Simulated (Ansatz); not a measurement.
Molecule: sum formula SiN₃H₆Br, charge 0, multiplicity 1. 
Coordinates optimised at B3LYP-D3(BJ)/def2-TZVP (Ansatz, a program for electronic structure):
SMILES: N[Si](N)(N)Br
```xyz
11

Si    -0.1602    -0.0940    -0.8293
Br     0.2700     0.1611     1.3794
N      1.3848    -0.4288    -1.4740
N     -1.0554     1.3119    -1.1997
N     -1.1426    -1.3951    -1.3111
H      1.5044    -0.6190    -2.4565
H      2.2171    -0.0541    -1.0505
H     -1.4166     1.4646    -2.1281
H     -0.9032     2.1718    -0.6997
H     -0.7798    -2.3347    -1.2956
H     -2.1355    -1.3676    -1.1432
```

CCSD(T) with Ansatz in growing basis sets, 32 correlated electrons. Correlated levels leave the core frozen unless marked. Open shells are spin-unrestricted. No spin-orbit coupling. The frozen core is the preceding noble-gas configuration, with the filled d and f shells of earlier blocks. Non-relativistic. Costs are ratios of core time to the smallest set, on shared machines of one kind, and rough; they hold the program's checks for lower states.

```csv
basis,functions,cost over smallest,E(corr) (Eh),electronic atomisation energy (kcal/mol)
def2-SVPD,173,1×,-0.8394,859.5
def2-TZVPPD,318,8×,?,?
```

Q: What does the step to def2-TZVPPD buy, and how does its cost grow by formal scaling?

A: Formally CCSD grows as o²v⁴ and (T) as o³v⁴; with o = 16 and v going from 135 to 280 both grow 19-fold in the last step, while integrals and the mean field grow more slowly. That step adds 166.9 mEh of correlation energy and 34.6 kcal/mol to the atomisation energy. Row: E(corr) (Eh) -1.0062, electronic atomisation energy (kcal/mol) 894.1.
